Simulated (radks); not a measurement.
The numbers below are computed, except where a source is named.
Ionisation of S+, [Ne] 3s2 3p3, to S2+, [Ne] 3s2 3p2, under several functionals. Non-relativistic Kohn-Sham, spin-unpolarised, spherical densities, point nucleus; a radial shooting solver on a logarithmic mesh with Libxc functionals.

functional,E(S+) (hartree),Exc (hartree),IE (eV),-e(HOMO) (eV),<r> HOMO (bohr),IE error (eV)
SCAN,-397.66061,-25.25592,22.412,16.982,1.892,-0.925
HCTH/407,-397.69292,-25.30465,22.545,17.050,1.890,-0.793
exchange-only B88,-397.05511,-24.62276,21.313,15.843,1.910,-2.025
"LDA (Slater exchange, VWN5 correlation)",-396.27974,-23.81857,22.385,16.894,1.894,-0.953
SOGGA,-396.74079,-24.29758,22.167,16.685,1.896,-1.171
exchange-only PBE,-396.92426,-24.48459,21.301,15.843,1.916,-2.036
BLYP,-397.67133,-25.25177,22.149,16.656,1.900,-1.189
TPSS,-397.66725,-25.25402,22.347,16.870,1.894,-0.990
exchange-only r2SCAN,-397.03257,-24.61015,21.471,16.083,1.906,-1.867
"LDA (Slater exchange, Perdew-Zunger correlation)",-396.27286,-23.81129,22.386,16.896,1.894,-0.952
revPBE,-397.58401,-25.16615,22.274,16.786,1.896,-1.064
PW91,-397.64088,-25.22445,22.358,16.864,1.895,-0.980

NIST Atomic Spectra Database: 23.338 eV (measured). Closest: HCTH/407. The Delta-SCF values span 1.24 eV, the total energies 1.42 hartree. The highest occupied level is 3p. Spin polarisation and multiplet splitting are left out, so open shells lie too high by an amount that depends on their filling.

Beside tabulated values, note that spin-unpolarised runs miss the spin-polarisation part of the exchange energy of open shells.
